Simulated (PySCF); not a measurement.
The vertical singlet excitations below were computed for one of the candidates. Method: PySCF 2.14.0, density-fitted response routines, TDDFT wB97X-D/def2-SVPD, vertical, gas phase, core orbitals frozen in the response. Geometries: GFN2-xTB, one conformer each.

| state | E (eV) | f | main configurations (H = HOMO, L = LUMO) |
| --- | --- | --- | --- |
| S1 | 7.20 | 0.0002 | H-2→L+1 (70%), H→L+1 (12%) |
| S2 | 7.61 | 0.0037 | H→L+1 (66%), H-1→L (18%), H-2→L+1 (9%) |
| S3 | 7.71 | 0.136 | H→L (91%) |
| S4 | 7.72 | 0.013 | H-1→L (69%), H→L+1 (16%) |
| S5 | 7.84 | 0.018 | H-1→L+1 (78%) |
| S6 | 8.03 | 0.0006 | H-3→L+1 (27%), H-2→L (18%), H-2→L+4 (14%) |
| S7 | 8.18 | 0.030 | H→L+2 (68%), H→L+3 (19%) |
| S8 | 8.35 | 0.0048 | H-3→L (31%), H-3→L+4 (26%), H-4→L+4 (20%) |

Triplets computed (Tamm–Dancoff): 6.39, 6.74, 6.79 eV.

Orbital energies (eV): HOMO-3 -12.04, HOMO-2 -11.41, HOMO-1 -11.18, HOMO -10.82, LUMO 1.26, LUMO+1 1.39, LUMO+2 1.91.

Task: Which structure fits? All have the formula C4H6FNSi.
A. `N#CC1(F)C[SiH2]C1`
B. `C/C([SiH3])=C(/F)C#N`
C. `N#C/C=C/[C@H](F)[SiH3]`
D. `C#C[Si@@H](N)C(=C)F`

Result: A. Its S1, at 7.20 eV, is the highest among the candidates; the nearest of the others has S1 at 6.09 eV. S1 is HOMO-2→LUMO+1 (70%), HOMO→LUMO+1 (12%). Löwdin shares by element: HOMO carbon 55% or more, silicon 24%, hydrogen 4% or more (atoms not listed hold the other 17%); LUMO silicon 35%, carbon 20% or more, hydrogen 12% or more (atoms not listed hold the other 34%). At the same level the other candidates give, for their lowest levels:
- `N#C/C=C/[C@H](F)[SiH3]`: 5.90 eV (f 0.583); 6.53 eV (f 0.001); 7.11 eV (f 0.002); 7.25 eV (f 0.016); 7.34 eV (f 0.005); T1 3.70 eV; HOMO -9.66, LUMO 0.07 eV
- `C#C[Si@@H](N)C(=C)F`: 6.09 eV (f 0.000); 6.32 eV (f 0.012); 6.48 eV (f 0.001); 6.56 eV (f 0.009); 6.91 eV (f 0.066); T1 4.39 eV; HOMO -9.59, LUMO 1.29 eV
- `C/C([SiH3])=C(/F)C#N`: 5.82 eV (f 0.400); 6.17 eV (f 0.000); 6.63 eV (f 0.004); 7.02 eV (f 0.002); 7.41 eV (f 0.001); T1 3.53 eV; HOMO -9.77, LUMO -0.10 eV
